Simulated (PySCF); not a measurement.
All numbers come from PBE0 in PySCF with Co def2-TZVP, Cl def2-TZVP; no relativity; density-fitted integrals.

Each entry is the lowest minimum that a search over a few typed start shapes (and spin states, where more than one is plausible) found, or that minimum re-optimised at the stated level; isomers with ligand–ligand bonds, or fragments after loss of a ligand pair, can lie lower. Open shells are unrestricted.

CoCl₂ is a quartet of D∞h symmetry with Co–Cl 2.089 Å (×2); Cl–Co–Cl 180.0°. Its wavenumbers are 76 (×2), 353, 509 cm⁻¹.

Task: What changes when one electron is removed, giving CoCl₂⁺?

Result: It costs 10.40 eV between the minima (10.41 eV with zero-point energy). CoCl₂⁺ is a quintet of D∞h symmetry with Co–Cl 2.037 Å (×2); Cl–Co–Cl 180.0°; wavenumbers 53 (×2), 399, 572 cm⁻¹.

With open d or f shells other occupations or spin states may lie lower.
